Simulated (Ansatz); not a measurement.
A series at Si: from `C=C[SiH3]`, ligands are replaced one by one, each step taking up HCl and setting free H₂; n counts the steps. Ansatz, PBE0-D4/def2-TZVP geometries. Each molecule was computed in one conformer, which needn't be the lowest.

CBS adds triple-zeta CCSD(T) − MP2 to the MP2 limit, frozen cores; atoms without spin–orbit coupling. 

```tsv
n	molecule	atomization energy, CCSD(T)/CBS (kJ/mol)
0	`C=C[SiH3]`	?
1	`C=C[SiH2]Cl`	3308.0
2	`C=C[SiH](Cl)Cl`	3381.5
3	`C=C[Si](Cl)(Cl)Cl`	3450.8
```

Task: By hand: fit a straight line y = ȳ + b (n − n̄) to the 3 given rows and predict n = 0.

Result: n̄ = 2.000, ȳ = 3380.10; Σ(n − n̄)(y − ȳ) = 142.80, Σ(n − n̄)² = 2.000, so b = 71.40 kJ/mol a step. Prediction: 3380.10 + (71.40) × (-2.000) = 3237.3 kJ/mol.

Task: By hand: compare with the computed value, 3236.9 kJ/mol, and give the steps along the whole series.

Result: The line misses by -0.4 kJ/mol (computed minus predicted). Steps: 71.1, 73.5, 69.3 kJ/mol.

The steps differ by at most 4.2 kJ/mol, 6 % of a mean step, so the ligands' effects nearly add and a line is close. The miss is 0.2 % of the series' range. The energies themselves are unsure by some kJ/mol a bond, though much of that is common to the series.
